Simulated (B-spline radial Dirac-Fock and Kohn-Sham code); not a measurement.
# The M4-N45N45 Auger spectrum of Tm⁺

System: Tm⁺, [Xe] 4f13 6s1, inside a Watson sphere of charge -1 and radius 1.8 Å (a model of the Madelung potential; inside it an electron's potential energy is raised by 8.0 eV).

The run's input, task.json:

```json
{"items": [{
  "Z": 69,
  "q": 1,
  "cfg": [[1, 0, 2], [2, 0, 2], [2, 1, 6], [3, 0, 2], [3, 1, 6], [3, 2, 10], [4, 0, 2], [4, 1, 6], [4, 2, 10], [4, 3, 13], [5, 0, 2], [5, 1, 6], [6, 0, 1]],
  "A": 169,
  "rrms": 5.2256,
  "watson": [-1, 1.8],
  "do": ["binding", "quiet", "double"]
}]}
```

Run with: `python xray_run.py task.json out`

Method: Dirac-Fock (average of configuration) total-energy differences with a finite nucleus, the Breit interaction including its frequency dependence, and self-energy and vacuum-polarisation corrections. Computed with an atomic code on a B-spline grid. The two-hole levels come from diagonalising the Coulomb interaction among the jj configurations; intensities are independent-particle Coulomb rates. Kinetic energies are from the vacuum level. No correlation. Open outer shells are spectators and are not coupled to the holes.

```
kinetic energy (eV)  J  leading jj holes (weight)  leading LS term (weight)  intensity (%)
             1100.1  0                N4N4 (0.92)                ¹S0 (0.69)            8.0
             1108.3  2                N4N4 (0.95)                ³F2 (0.46)           25.5
             1113.4  4                N4N5 (0.97)                ¹G4 (0.92)           29.1
             1114.2  1                N4N5 (1.00)                ³P1 (1.00)            8.9
             1115.6  2                N4N5 (0.94)                ³P2 (0.51)           12.8
             1118.2  0                N5N5 (0.92)                ³P0 (0.69)            0.2
             1118.4  3                N4N5 (1.00)                ³F3 (1.00)           14.6
             1123.4  2                N5N5 (0.99)                ¹D2 (0.50)            0.5
             1126.2  4                N5N5 (0.97)                ³F4 (0.92)            0.4
```

The strongest line, by its leading LS label ¹G4, lies at 1113.4 eV. The mean weight of the leading component is 0.96 in jj and 0.74 in LS coupling, so jj labels describe these levels better.
